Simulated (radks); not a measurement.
Initial-state core-level shifts of the iridium ion Ir+ when its valence configuration changes from [Xe] 4f14 5d7 6s1. Calculated with a radial shooting solver on a logarithmic mesh with Libxc functionals: scalar-relativistic Kohn-Sham, r2SCAN, spin-polarised, spherical densities, finite nucleus; open shells are filled with parallel spins first (spin-orbit coupling, left out, can overturn this in heavy ions); meta-GGA in the generalised Kohn-Sham scheme; Fermi nuclear charge, rms radius 5.4032 fm. Shifts are changes of the shell-averaged eigenvalues in eV (positive: less bound); the change of the density at the nucleus, which sets a Mossbauer isomer shift, is in e/bohr^3, on a base of 1.947e+06.

| valence | 1s | 2p | 4p | 4d | density at nucleus |
|---|---|---|---|---|---|
| 4f13 5d7 6s2 | -15.186 | -16.235 | -15.636 | -15.120 | +281.3 |
| 4f13.5 5d7 6s1.5 | -7.482 | -7.996 | -7.731 | -7.477 | +136.1 |
| 4f14 5d5 6s1 6p2 | -9.612 | -9.871 | -9.762 | -9.770 | +56.4 |
| 4f14 5d6 6s2 | -3.378 | -3.508 | -3.456 | -3.461 | +153.0 |
| 4f13.5 5d5 6s1.5 6p2 | -17.596 | -18.387 | -17.967 | -17.716 | +206.4 |
| 4f13 5d7 6s1 6p1 | -16.615 | -17.643 | -17.059 | -16.542 | +141.3 |
| 4f14 5d6 6s1 6p1 | -4.779 | -4.894 | -4.854 | -4.858 | +24.4 |
| 4f13 5d6 6s1 6p2 | -21.685 | -22.857 | -22.184 | -21.668 | +174.3 |
| 4f13 5d5 6s1 6p3 | -26.795 | -28.139 | -27.345 | -26.828 | +211.6 |
